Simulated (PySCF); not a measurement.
**Dipole response of Tc (technetium, neutral)**

[Kr] 4d5 5s2, high-spin 6S determinant. All numbers are calculated (PySCF 2.14, scalar relativity through the core potential, in aug-cc-pVTZ-PP with one added diffuse shell each of s, p, d, f, g type with ECP28MDF (7s7p6d4f3g, 113 functions)). Coupled (time-dependent) response in atomic units; α is the mean over directions.

```tsv
method	mean α (bohr³)	C₆ (like pair)	S(−4)
B3LYP	79.90	910.9	3142
```

S(−4) is the Cauchy moment in α(ω) = α(0) + S(−4) ω² + …

Reference α: 79 ± 10 bohr³ (recommended; Schwerdtfeger and Nagle, table of static dipole polarizabilities (2023 update)). Published C₆: 939.0 (Gould and Bucko (2016)).

α(iu) at B3LYP:

| u (hartree) | α(iu) (bohr³) |
| --- | --- |
| 0 | 79.90 |
| 0.0500 | 72.97 |
| 0.100 | 59.05 |
| 0.200 | 36.31 |
| 0.300 | 24.06 |
| 0.500 | 13.38 |
| 0.750 | 8.222 |
| 1.00 | 5.759 |
| 1.50 | 3.389 |
| 2.00 | 2.255 |
| 3.00 | 1.199 |
| 5.00 | 0.4939 |

A single London oscillator, α(iu) = α/(1 + u²/ω²), gives C₆ = (3/4) ω α². Matching the computed C₆ needs ω = 4 × 910.9 / (3 × 79.90²) = 0.190 hartree.

Energies and moments cover only the electrons outside the core potential.
